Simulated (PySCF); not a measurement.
# Ionisation energy of Bi⁶¹⁺ by level of theory

Bi⁶¹⁺ [Ar] 3d4 (5D) → Bi⁶²⁺ [Ar] 3d3 (4F), as a difference of total energies. Computed with PySCF 2.14 in an even-tempered Gaussian basis (17 s from 17 bohr⁻², ratio 2.5; 13 p from 23 bohr⁻², ratio 2.5; 7 d from 23 bohr⁻², ratio 2.5; 4 f from 82 bohr⁻², ratio 2.7; 3 g from 120 bohr⁻², ratio 2.7), with scalar relativity by spin-free X2C-1e. Correlated levels: outer shells: [Ne] frozen; virtual orbitals above 40 to 60 times the deepest correlated orbital energy dropped. The calculations carry no spin-orbit coupling.

```csv
method,ionisation energy (eV)
UHF,6587.9
LDA,6585.8
PBE,6584.7
PBE0,6586.0
r2SCAN,6584.8
TPSSh,6583.7
BHandHLYP,6587.0
MP2 (outer shells),6588.3
SCS-MP2 (outer shells),6587.7
```

Spin-orbit coupling is strong in these open shells (close to jj coupling). The scalar numbers leave it out and a first-order estimate fails, so it can dominate the gap to the real levels.

Breit and QED terms and the two-electron picture change are absent.

For comparison: 6648 ± 12 eV (theoretical estimate listed by NIST; NIST Atomic Spectra Database, ionization energies).
